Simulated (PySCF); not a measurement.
A calculated (r2SCAN, PySCF 2.14, x2c-TZVPPall, scalar relativity by spin-free X2C-1e) atom or ion has these occupied shells.

| shell | electrons | orbital energy (eV) | rms radius, mean of both spins (bohr) |
| --- | --- | --- | --- |
| 1s α | 1 | -7024.4 | 0.0675 |
| 1s β | 1 | -7024.3 | 0.0675 |
| 2s α | 1 | -837.21 | 0.289 |
| 2s β | 1 | -833.90 | 0.289 |
| 2p α | 3 | -712.79 | 0.261 |
| 2p β | 3 | -710.22 | 0.261 |
| 3s α | 1 | -107.26 | 0.865 |
| 3s β | 1 | -99.671 | 0.865 |
| 3p α | 3 | -71.732 | 0.921 |
| 3p β | 3 | -64.187 | 0.921 |
| 3d α | 5 | -16.336 | 1.15 |
| 4s α | 1 | -8.052 | 3.00 |
| 4s β | 1 | -6.240 | 3.00 |
| 4p α | 1 | -3.025 | 3.51 |

Q: Name the element and its charge.

A: Fe (iron, neutral), in [Ar] 3d5 4s2 4p1, high-spin 7P determinant (an excited configuration).
